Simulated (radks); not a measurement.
Task: The mean radii <r> (bohr) of the occupied orbitals of an atom or ion are listed with their occupations. Calculated with a radial shooting solver on a logarithmic mesh with Libxc functionals: scalar-relativistic Kohn-Sham, r2SCAN, spin-polarised, spherical densities, finite nucleus; meta-GGA in the generalised Kohn-Sham scheme; Fermi nuclear charge, rms radius of each element as measured or else 0.836 A^(1/3) + 0.57 fm.

orbital  occ.      <r>
1s up       1  0.01632
1s down     1  0.01632
2s up       1  0.06870
2s down     1  0.06869
2p up       3  0.06230
2p down     3  0.06229
3s up       1   0.1753
3s down     1   0.1753
3p up       3   0.1764
3p down     3   0.1763
3d up       5   0.1593
3d down     5   0.1593
4s up       1   0.3548
4s down     1   0.3549
4p up       3   0.3666
4p down     3   0.3668
4d up       1   0.3641

Name the element and its charge. Open shells, if any, are filled with parallel spins first.

Result: Z = 81, thallium, charge +44: Tl44+ in [Kr] 4d1. The 1s radius gives Z: for a bare nucleus <r> = (2 gamma + 1)/(2Z) with gamma = sqrt(1 - (Z/c)^2), 0.01613 bohr for Z = 81, and screening makes it slightly larger (0.01632 here). The occupations add up to 37, and the charge is Z minus that.
